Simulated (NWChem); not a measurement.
System: C₂H₂F, doublet; SMILES C=[C]F

Output (shortened):

```
             Northwest Computational Chemistry Package (NWChem) 7.3.0
             --------------------------------------------------------

 CS  symmetry detected

                             Geometry "geometry" -> ""
                             -------------------------

 Output coordinates in angstroms (scale by  1.889725989 to convert to a.u.)

  No.       Tag          Charge          X              Y              Z
 ---- ---------------- ---------- -------------- -------------- --------------
    1 C                    6.0000     0.13584635     1.19797798     0.00000000
    2 C                    6.0000    -0.42335117     0.00460665     0.00000000
    3 F                    9.0000     0.10944398    -1.17918142     0.00000000
    4 H                    1.0000     1.22764130     1.30441609     0.00000000
    5 H                    1.0000    -0.48760820     2.09270900     0.00000000

 Effective nuclear repulsion energy (a.u.)      60.7852936032

      Symmetry information
      --------------------

 Group name             Cs
 Group number              2
 Group order               2
 No. of unique centers     5

                                Z-matrix (autoz)
                                --------

 Units are Angstrom for bonds and degrees for angles

      Type          Name      I     J     K     L     M      Value
      ----------- --------  ----- ----- ----- ----- ----- ----------
    1 Stretch                  1     2                       1.31789
    2 Stretch                  1     4                       1.09697
    3 Stretch                  1     5                       1.09052
    4 Stretch                  2     3                       1.29816
    5 Bend                     1     2     3               130.66146
    6 Bend                     2     1     4               120.67527
    7 Bend                     2     1     5               120.02381
    8 Bend                     4     1     5               119.30092
    9 Torsion                  3     2     1     4           0.00000
   10 Torsion                  3     2     1     5         180.00000

                           NWChem Geometry Optimization
                           ----------------------------

 maximum gradient threshold         (gmax) =   0.000450
 rms gradient threshold             (grms) =   0.000300
 maximum cartesian step threshold   (xmax) =   0.001800
 rms cartesian step threshold       (xrms) =   0.001200
 fixed trust radius                (trust) =   0.300000
 source of zmatrix                         =   autoz

          -------------------
          Energy Minimization
          -------------------

 Using diagonal initial Hessian
 Scaling for Hessian diagonals: bonds = 1.00  angles = 0.25  torsions = 0.10

          --------
          Step   0

                                 NWChem DFT Module
                                 -----------------

 Summary of "ao basis" -> "ao basis" (spherical)
 ------------------------------------------------------------------------------
       Tag                 Description            Shells   Functions and Types
 ---------------- ------------------------------  ------  ---------------------
 C                           6-31g*                  6       14   3s2p1d
 F                           6-31g*                  6       14   3s2p1d
 H                           6-31g*                  2        2   2s

      Symmetry analysis of basis
      --------------------------

        a'         34
        a"         12

            General Information
            -------------------
          SCF calculation type: DFT
          Wavefunction type:  spin polarized.
          No. of atoms     :     5
          No. of electrons :    23
           Alpha electrons :    12
            Beta electrons :    11
          Charge           :     0
          Spin multiplicity:     2
          Use of symmetry is: on ; symmetry adaption is: on
          Maximum number of iterations: 150
          AO basis - number of functions:    46
                     number of shells:    22
          Convergence on energy requested:  1.00D-06
          Convergence on density requested:  1.00D-05
          Convergence on gradient requested:  5.00D-04

              XC Information
              --------------
                         PBE0 Method XC Functional
                     Hartree-Fock (Exact) Exchange  0.250
          PerdewBurkeErnzerhof Exchange Functional  0.750
            Perdew 1991 LDA Correlation Functional  1.000 local
           PerdewBurkeErnz. Correlation Functional  1.000 non-local

[...]

      ----------------------
      Optimization converged
      ----------------------

  Step       Energy      Delta E   Gmax     Grms     Xrms     Xmax
  ---- ---------------- -------- -------- -------- -------- --------
@    3    -176.94144040 -2.4D-07  0.00005  0.00002  0.00045  0.00109
                                     ok       ok       ok       ok

                                Z-matrix (autoz)
                                --------

 Units are Angstrom for bonds and degrees for angles

      Type          Name      I     J     K     L     M      Value     Gradient
      ----------- --------  ----- ----- ----- ----- ----- ---------- ----------
    1 Stretch                  1     2                       1.31655    0.00005
    2 Stretch                  1     4                       1.08933   -0.00003
    3 Stretch                  1     5                       1.08290   -0.00001
    4 Stretch                  2     3                       1.30823    0.00002
    5 Bend                     1     2     3               130.08081   -0.00001
    6 Bend                     2     1     4               121.04790   -0.00002
    7 Bend                     2     1     5               119.98021   -0.00001
    8 Bend                     4     1     5               118.97189    0.00003
    9 Torsion                  3     2     1     4           0.00000    0.00000
   10 Torsion                  3     2     1     5         180.00000    0.00000

                         Geometry "geometry" -> "geometry"
                         ---------------------------------

 Output coordinates in angstroms (scale by  1.889725989 to convert to a.u.)

  No.       Tag          Charge          X              Y              Z
 ---- ---------------- ---------- -------------- -------------- --------------
    1 C                    6.0000     0.13586640     1.19820065     0.00000000
    2 C                    6.0000    -0.42868996     0.00884256     0.00000000
    3 F                    9.0000     0.11438070    -1.18134437     0.00000000
    4 H                    1.0000     1.21989100     1.30554982     0.00000000
    5 H                    1.0000    -0.47947588     2.08927963     0.00000000

 Effective nuclear repulsion energy (a.u.)      60.6728655156

      Symmetry information
      --------------------

 Group name             Cs
 Group number              2
 Group order               2
 No. of unique centers     5

                Final and change from initial internal coordinates
                --------------------------------------------------

                                Z-matrix (autoz)
                                --------

 Units are Angstrom for bonds and degrees for angles

[...]

 Rotational Constants
 --------------------
 A=   3.832484 cm-1  (  5.513967 K)
 B=   0.341231 cm-1  (  0.490945 K)
 C=   0.313333 cm-1  (  0.450806 K)

 Temperature                      =   298.15K
 frequency scaling parameter      =   1.0000

 Zero-Point correction to Energy  =   19.623 kcal/mol  (  0.031272 au)
 Thermal correction to Energy     =   21.741 kcal/mol  (  0.034647 au)
 Thermal correction to Enthalpy   =   22.333 kcal/mol  (  0.035591 au)

 Total Entropy                    =   59.762 cal/mol-K
   - Translational                =   37.322 cal/mol-K (mol. weight =  45.0140)
   - Rotational                   =   20.894 cal/mol-K (symmetry #  =        1)
   - Vibrational                  =    1.545 cal/mol-K

 Cv (constant volume heat capacity) =    9.634 cal/mol-K
   - Translational                  =    2.979 cal/mol-K
   - Rotational                     =    2.979 cal/mol-K
   - Vibrational                    =    3.675 cal/mol-K

[normal modes left out]

 ----------------------------------------------------------------------------
 Normal Eigenvalue ||           Projected Infra Red Intensities
  Mode   [cm**-1]  || [atomic units] [(debye/angs)**2] [(KM/mol)] [arbitrary]
 ------ ---------- || -------------- ----------------- ---------- -----------
    1       -0.000 ||    0.000006           0.000         0.006       0.003
    2       -0.000 ||    0.000096           0.002         0.093       0.040
    3        0.000 ||    0.000824           0.019         0.803       0.346
    4        0.000 ||    0.000304           0.007         0.296       0.128
    5        0.000 ||    0.000312           0.007         0.305       0.131
    6        0.000 ||    0.000260           0.006         0.253       0.109
    7      447.817 ||    0.000419           0.010         0.409       0.176
    8      640.106 ||    0.001205           0.028         1.175       0.507
    9      826.212 ||    0.072265           1.667        70.448      30.387
   10      961.826 ||    0.025417           0.586        24.778      10.688
   11     1198.454 ||    0.086088           1.986        83.923      36.200
   12     1421.417 ||    0.007790           0.180         7.594       3.276
   13     1762.700 ||    0.159993           3.691       155.969      67.276
   14     3175.507 ||    0.001591           0.037         1.551       0.669
   15     3299.226 ||    0.000150           0.003         0.146       0.063
 ----------------------------------------------------------------------------
```

Level: PBE0/6-31G* (spherical d), spin-unrestricted. In the optimisation the excess spin sits in a' (Cs, its own frame). No stability test was run on the SCF state.

Problem. Which NWChem input produces such a log?

Solution. This is not unique; one that fits is the input that was run:
```
start job
memory heap 200 mb stack 900 mb global 1100 mb
geometry units angstroms
  C      0.131071     1.206561     0.000000
  C     -0.419632     0.009246     0.000000
  F      0.121562    -1.170726     0.000000
  H      1.222082     1.320755     0.000000
  H     -0.498726     2.096839     0.000000
end
basis spherical
  C library 6-31g*
  F library 6-31g*
  H library 6-31g*
end
dft
  odft
  mult 2
  xc pbe0
  iterations 150
end
driver
  maxiter 120
end
task dft optimize
task dft freq
```
